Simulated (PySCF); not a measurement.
## SbBr⁺ at LDA

Level: LDA. Sb cc-pVDZ-PP with ECP28, Br cc-pVDZ-PP with ECP10; scalar-relativistic core potentials (PySCF 2.14).

```json
{
 "state": "²Π (doublet), unpaired electrons π ↑",
 "bond length": "2.396 Å",
 "harmonic wavenumber": "309 cm⁻¹",
 "force constant": "2.69 mdyn/Å",
 "rotational constant Be": "0.06151 cm⁻¹",
 "anharmonicity ωexe": "0.644 cm⁻¹",
 "vibration–rotation constant αe": "0.000172 cm⁻¹",
 "well depth De to Sb⁺ + Br": "412 kJ/mol",
 "dissociation energy D0": "410 kJ/mol",
 "bond order (Mayer)": "1.71",
 "dipole moment (positive dipole points towards Br; it is taken about the centre of mass and depends on that origin)": "-2.26 D"
}
```

These are scalar-relativistic numbers at best; spin–orbit coupling would shift them, the dissociation energy most. For an ion De counts to the pair picked by the measured ionisation energies or electron affinities, which need not be the lowest pair at this level. Counting both spins, an empty level lies below a filled one in this solution, because spin and occupation are held. The state was picked by a PBE0 search and need not be the measured ground state.
